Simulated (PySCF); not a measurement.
Work out the structure from these simulated measurements.

Formula: C5H7O2; charge -1.

* 1H NMR: chemical shifts (computed TMS as zero) by class: 4.42 (1 H), 1.66 (6 H) ppm [GIAO PBE0/pcSseg-1]
* Rotational structure: rotational constants A, B, C: 5.389, 1.720, 1.325 GHz [PBE0-D3(BJ)/def2-SVP]
* Couplings: largest of the computed one-bond spin–spin couplings (means over like bonds): 13C–1H +151.6, 13C–1H +129.8 (×6), 13C–13C +73.4 (×2), 13C–13C +38.9 (×2), 17O–13C +31.5 (×2) Hz [B3LYP/pcJ-1, spin–dipole term left out]
* NMR, other nuclei: isotropic shieldings of nuclei other than C and H, by class: -138 (2 O) ppm [GIAO PBE0/pcSseg-1]
* 13C NMR: chemical shifts (computed TMS as zero) by class: 185.3 (2 C), 95.9 (1 C), 32.7 (2 C) ppm [GIAO PBE0/pcSseg-1]

Electronic properties: PySCF, gas phase, density fitting. Levels stand in brackets. One conformer (not necessarily the lowest) at the PBE0-D3(BJ)/def2-SVP geometry, without solvent, vibrations or thermal averaging. The geometry's basis has no diffuse functions, a weakness for an anion. No diffuse functions stand in pcJ-1 and pcSseg-1, which bears on an anion's orbital energies. Each NMR value is the plain mean over a class of atoms that symmetry, rotation or inversion makes alike.

Problem. Give a SMILES that accounts for the data.

Solution. Numbering: `[CH3:1][C:2](=[O:3])/[CH:4]=[C:5](/[CH3:6])[O-:7]`. 5 carbons fall into 3 classes; from least to most shielded: carbon bonded to 2 C and O [C2/C5] (185.3 ppm, 2 C, up to 4.9 ppm apart in this geometry), carbon bonded to 2 C and H [C4] (95.9 ppm), carbon bonded to C and 3 H [C1/C6] (32.7 ppm, 2 C, up to 2.1 ppm apart in this geometry). Hydrogen classes from least to most shielded: 1 H on a carbon bonded to 2 C and H, C4 (4.42 ppm), 6 H on 2 like atoms (carbon bonded to C and 3 H), C1/C6 (1.66 ppm, a mean of values up to 1.9 ppm apart in this geometry). The other shieldings belong to: -138 ppm, oxygen bonded to C [O3/O7]. The couplings run between: +151.6 Hz, carbon bonded to 2 C and H [C4] and its hydrogen; +129.8 Hz, carbon bonded to C and 3 H [C1] and its hydrogen (with 5 like pairs); +73.4 Hz, carbon bonded to 2 C and O [C2] and carbon bonded to 2 C and H [C4] (with 1 like pair); +38.9 Hz, carbon bonded to C and 3 H [C1] and carbon bonded to 2 C and O [C2] (with 1 like pair); +31.5 Hz, oxygen bonded to C [O3] and carbon bonded to 2 C and O [C2] (with 1 like pair). By its constants the optimised geometry is an asymmetric top. Structure: `CC(=O)/C=C(/C)[O-]`. The assignments are read from this structure; whether some other isomer fits the data as well wasn't checked.

Conformer computed: `[CH3:1][C:2](=[O:3])/[CH:4]=[C:5](/[CH3:6])[O-:7]`: C1–C2–C4–C5 0°.
